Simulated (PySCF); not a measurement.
This PySCF input asks for the NMR shieldings of `C(C[Si](F)(F)F)C[SiH3]`, C3H9F3Si2; the geometry comes from GFN2-xTB.

```python
import basis_set_exchange as bse
import numpy as np
from pyscf import gto, dft
from pyscf.prop import nmr

atoms = """
F    -2.006450   -1.452003   -1.184312
Si   -2.336971   -0.725940    0.189896
F    -3.914208   -0.527802    0.157225
F    -2.127798   -1.868183    1.275110
C    -1.392255    0.871652    0.474509
C     0.065133    0.842217   -0.013743
C     0.893063   -0.226299    0.690325
Si    2.717981   -0.231747    0.151736
H    -1.396781    1.115360    1.540090
H    -1.915086    1.690048   -0.027112
H     0.510852    1.823629    0.163951
H     0.080150    0.664771   -1.090892
H     0.455203   -1.206798    0.491445
H     0.825474   -0.073629    1.769622
H     2.794753   -0.451219   -1.293609
H     3.319428    1.064865    0.478194
H     3.420514   -1.296893    0.867118
"""
names = dict.fromkeys(["F", "Si", "C", "H"], "pcSseg-1")
basis = {el: gto.basis.parse(bse.get_basis(n, elements=[el], fmt="nwchem")) for el, n in names.items()}
mol = gto.M(atom=atoms, basis=basis, charge=0, verbose=0)
mf = dft.RKS(mol, xc="PBE0")
mf.grids.level = 2
mf.grids.alignment = dft.numint.BLKSIZE   # the property module wants whole blocks of grid points
mf.conv_tol = 1e-9
mf.kernel()

calc = nmr.RKS(mf)   # GIAO
C = mf.mo_coeff
Co = C[:, mf.mo_occ > 0]
resp = mf.gen_response(singlet=True, hermi=2)
def vind(x):   # induced exchange potential for any number of trial vectors
    d = np.einsum("pi,xij,qj->xpq", C, 2 * x.reshape(-1, C.shape[1], Co.shape[1]), Co, optimize=True)
    return np.einsum("xpq,pi,qj->xij", resp(d - d.transpose(0, 2, 1)), C, Co, optimize=True).ravel()
mo1, _ = nmr.rhf.solve_mo1(calc, with_cphf=vind)
sigma = calc.kernel(mo1)
for i, s in enumerate(sigma):   # ppm
    w = np.linalg.eigvalsh((s + s.T) / 2)
    print("%2d %-2s iso %8.1f  s11 %8.1f  s22 %8.1f  s33 %8.1f" % (i, mol.atom_pure_symbol(i), w.mean(), *w))
```

Question: What does it print?

Answer: 
```
 0 F  iso    324.7  s11    265.0  s22    306.7  s33    402.4
 1 Si iso    397.6  s11    365.0  s22    369.6  s33    458.3
 2 F  iso    310.5  s11    255.9  s22    281.9  s33    393.8
 3 F  iso    309.6  s11    256.1  s22    280.5  s33    392.2
 4 C  iso    167.7  s11    152.4  s22    163.6  s33    187.2
 5 C  iso    163.3  s11    153.4  s22    162.3  s33    174.3
 6 C  iso    172.0  s11    162.4  s22    164.9  s33    188.9
 7 Si iso    419.9  s11    392.8  s22    399.4  s33    467.5
 8 H  iso     30.6  s11     26.4  s22     29.2  s33     36.0
 9 H  iso     30.2  s11     24.6  s22     28.6  s33     37.6
10 H  iso     30.1  s11     23.9  s22     30.1  s33     36.3
11 H  iso     30.1  s11     25.4  s22     30.2  s33     34.8
12 H  iso     31.1  s11     25.4  s22     31.8  s33     36.0
13 H  iso     31.0  s11     26.5  s22     30.6  s33     36.1
14 H  iso     27.9  s11     24.3  s22     26.5  s33     32.9
15 H  iso     27.9  s11     24.4  s22     26.2  s33     33.2
16 H  iso     27.7  s11     24.2  s22     25.5  s33     33.6
```

These numbers come from an equivalent density-fitted implementation of the same equations, which agrees with the script to about 0.01 ppm for H and up to a few tenths of a ppm for heavy atoms, so last digits may differ.

Question: Turn these shieldings into chemical shifts. Shifts are taken against calculated references (same method and geometry level): $^{19}$F (170.95 ppm) vs CFCl3; $^{29}$Si (349.16 ppm) and $^{13}$C (186.93 ppm) and $^{1}$H (31.72 ppm) vs TMS.

Answer: Averaging equivalent atoms: F 0/2/3: -144.0; Si 1: -48.5; Si 7: -70.7; C 5: 23.6; C 4: 19.2; C 6: 14.9; H 14/15/16: 3.85; H 10/11: 1.60; H 8/9: 1.32; H 12/13: 0.67 ppm. Unscaled 19F shifts against computed CFCl3 carry errors that often reach 10 to 50 ppm.

Size and cost of the density-fitted run: 195 basis functions, 69 s wall time on 1 thread of an Arm Neoverse N1, shared host; peak memory 0.85 GiB.
